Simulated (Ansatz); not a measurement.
HFGe, SMILES `[F][GeH]` (excited triplet) (charge 0, multiplicity 3). This triplet is an excited state, 1.89 eV above the relaxed singlet at the level composite: frozen-core CCSD(T) with HF/cc-pVQZ and the correlation energy extrapolated as X^-3 from cc-pVTZ and cc-pVQZ, plus CCSDT(Q) minus CCSD(T) in cc-pVDZ // PBE0-D3(BJ)/def2-TZVP (Ansatz, an electronic-structure program).

The numbers are results of frozen-core CCSD(T)/cc-pVDZ // PBE0-D3(BJ)/def2-TZVP (Ansatz), not measurements.

Ansatz 0.2 input:
```yaml
crystal:
  periodic: [false, false, false]
  atoms:
    - { symbol: F, position_ang: [1.421842, -0.266748, -0.000004] }
    - { symbol: Ge, position_ang: [-0.08932, 0.606026, -0.000001] }
    - { symbol: H, position_ang: [-1.332522, -0.339279, 0.000005] }
basis:
  gaussian: { orbitals: cc-pVDZ }
correlation:
  method: ccsd_t
magnetization:
  spin_polarized: true
  initial_magnetization: 2
```

Output:

```
Functional definition: HF
502 factors; integrals over basis functions are off by at most 1.2e-3 eV
mean field evaluation 1: about -59191.5752 eV, gradient 1.7e1 eV
mean field evaluation 2: about -59191.5832 eV, gradient 1.7e1 eV
mean field evaluation 4: about -59193.1668 eV, gradient 2.2e0 eV
mean field evaluation 8: about -59193.2687 eV, gradient 6.1e-2 eV
mean field evaluation 16: about -59193.1552 eV, gradient 2.2e0 eV
mean field evaluation 32: about -59189.5797 eV, gradient 6.3e-3 eV
mean field -59193.26908175 eV, -2175.3125161157 hartree, gradient 1.8e-6 eV, S^2 2.008182; 0 other end points of the search recorded, 0 dependent functions left out
10 core orbitals not correlated
reference -59193.26908175 eV, -2175.3125161157 hartree; 12, 10 occupied and 24, 26 virtual orbitals, 502 factors
second order -7.26117271 eV of doubles, -0.00000000 eV of singles
cycle   1  -7.35249768 eV  change   -9.1e-2 eV  update   8.1e-2
cycle   2  -7.57516687 eV  change   -2.2e-1 eV  update   2.8e-2
cycle   3  -7.65834180 eV  change   -8.3e-2 eV  update   1.9e-2
cycle   4  -7.65627500 eV  change    2.1e-3 eV  update   5.9e-3
cycle   5  -7.65502690 eV  change    1.2e-3 eV  update   3.0e-3
cycle   6  -7.65622851 eV  change   -1.2e-3 eV  update   1.3e-3
cycle   7  -7.65632465 eV  change   -9.6e-5 eV  update   6.3e-4
cycle   8  -7.65629702 eV  change    2.8e-5 eV  update   2.3e-4
cycle   9  -7.65638028 eV  change   -8.3e-5 eV  update   9.9e-5
cycle  10  -7.65636114 eV  change    1.9e-5 eV  update   3.3e-5
cycle  11  -7.65636547 eV  change   -4.3e-6 eV  update   1.6e-5
perturbative correction -0.16279072 eV, -0.0059824485 hartree
Total energy: -59201.08823794 eV, -2175.5998648053 hartree
```
